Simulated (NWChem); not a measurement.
# MoH$_{3}$F$_{3}$; SMILES [F][MoH3]([F])[F]

Computed with NWChem. Medium grid unless said otherwise, to which SCAN and Minnesota functionals are sensitive. The geometry was optimised at PBE0/def2-SVP. def2 effective core potentials on Mo; no spin-orbit coupling. Hybrids' shares of exact exchange are those that their runs print; pure functionals count as 0. The functionals differ in more than this share.

```csv
row,share of exact exchange,orbital gap (eV)
PBE/def2-SVP,0.00,3.43
M06-L/def2-SVP,0.00,3.81
B3LYP/def2-SVP,0.20,withheld
r2SCAN0/def2-SVP,0.25,6.18
M05-2X/def2-SVP,0.56,8.69
```

Fit a straight line of the last column on the one before it, predict the withheld value, and compare with the run.


1. Means of the 4 shown rows: x = 0.203, y = 5.527. Slope Σ(x − x̄)(y − ȳ)/Σ(x − x̄)² = 1.934/0.2121 = 9.120; intercept 3.681.
2. The shown rows scatter about the line by 0.185 (root mean square); the largest residual is -0.25, at PBE/def2-SVP.
3. At x = 0.20 (B3LYP/def2-SVP; inside the shown range) the line gives 5.50.
4. The run gives 5.40, -0.10 from the line, 0.5 times the scatter.
